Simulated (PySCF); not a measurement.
**Sulfur: a sound run and one with changed settings**

Sound run: S⁺ [Ne] 3s2 3p3, S²⁺ [Ne] 3s2 3p2. Calculation: PySCF 2.14, in 6-31G* (4s3p1d, 18 functions); no relativity, point nucleus. In the sound run the correlated levels freeze [Ne]. The sound run starts from symmetry-adapted Hartree-Fock orbitals and uses a fine grid where one is needed.

A second run was set up differently.

```json
{"species": "S⁺", "method": "UHF", "sound run (hartree)": "-397.13847", "changed run (hartree)": "-397.13847", "converged": "yes"}
{"species": "S⁺", "method": "M06-2X", "sound run (hartree)": "-397.68029", "changed run (hartree)": "-397.68029", "converged": "yes"}
{"species": "S⁺", "method": "BP86", "sound run (hartree)": "-397.73167", "changed run (hartree)": "-397.73167", "converged": "yes"}
{"species": "S⁺", "method": "MP2", "sound run (hartree)": "-397.20271", "changed run (hartree)": "-397.16314", "converged": "yes"}
{"species": "S⁺", "method": "CCSD(T)", "sound run (hartree)": "-397.22125", "changed run (hartree)": "-397.22125", "converged": "yes"}
{"species": "S²⁺", "method": "UHF", "sound run (hartree)": "-396.30250", "changed run (hartree)": "-396.30250", "converged": "yes"}
{"species": "S²⁺", "method": "M06-2X", "sound run (hartree)": "-396.82676", "changed run (hartree)": "-396.82676", "converged": "yes"}
{"species": "S²⁺", "method": "BP86", "sound run (hartree)": "-396.87259", "changed run (hartree)": "-396.87259", "converged": "yes"}
{"species": "S²⁺", "method": "MP2", "sound run (hartree)": "-396.35482", "changed run (hartree)": "-396.32213", "converged": "yes"}
{"species": "S²⁺", "method": "CCSD(T)", "sound run (hartree)": "-396.37685", "changed run (hartree)": "-396.37685", "converged": "yes"}
```

Ionisation energy of S⁺:

```json
{"method": "UHF", "sound run (eV)": "22.748", "changed run (eV)": "22.748"}
{"method": "M06-2X", "sound run (eV)": "23.226", "changed run (eV)": "23.226"}
{"method": "BP86", "sound run (eV)": "23.377", "changed run (eV)": "23.377"}
{"method": "MP2", "sound run (eV)": "23.072", "changed run (eV)": "22.885"}
{"method": "SCS-MP2", "sound run (eV)": "22.937", "changed run (eV)": "22.831"}
{"method": "CCSD", "sound run (eV)": "22.976", "changed run (eV)": "22.976"}
{"method": "CCSD(T)", "sound run (eV)": "22.977", "changed run (eV)": "22.977"}
```

Question: What was changed?
A. too few SCF iterations
B. level shift left on
C. all electrons correlated in a valence basis
D. radial grid too coarse

Answer: B. It used initial guess 1e, at most 50 SCF cycles, level shift 2.0 hartree. A level shift leaves the converged SCF energy unchanged but raises the virtual orbital energies, which shrinks MP2 if it is not removed.
